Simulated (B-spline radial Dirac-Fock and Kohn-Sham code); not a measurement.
## Relativistic shifts of the levels of I⁷⁺

System: I⁷⁺, configuration [Kr] 4d10.

Both columns are ΔSCF binding energies of the configuration average from a radial finite-basis atomic code: non-relativistic Hartree-Fock with a point nucleus, and Dirac-Fock with a finite nucleus and the Coulomb interaction alone, averaged over the two j levels with weights 2j+1.

| shell | Hartree-Fock (eV) | Dirac-Fock (eV) | shift (eV) | shift (%) |
| --- | --- | --- | --- | --- |
| 1s | 32065.6 | 33391.4 | +1325.87 | +4.13 |
| 2s | 4984.3 | 5312.7 | +328.40 | +6.59 |
| 2p | 4674.2 | 4771.8 | +97.65 | +2.09 |
| 3s | 1110.9 | 1182.2 | +71.25 | +6.41 |
| 3p | 979.7 | 1002.5 | +22.82 | +2.33 |
| 3d | 737.9 | 729.5 | -8.45 | -1.14 |
| 4s | 283.0 | 298.3 | +15.27 | +5.39 |
| 4p | 235.1 | 239.6 | +4.50 | +1.92 |
| 4d | 151.6 | 150.2 | -1.41 | -0.93 |

Relativity binds 1s, 2s, 2p, 3s, 3p, 4s, 4p more strongly, among those listed most of all 2s in relative terms, and 3d, 4d more weakly, because the contracted s and p shells screen the nucleus better.

Values without a named source are computed, but for edge energies of neutral atoms, which are taken from tables.
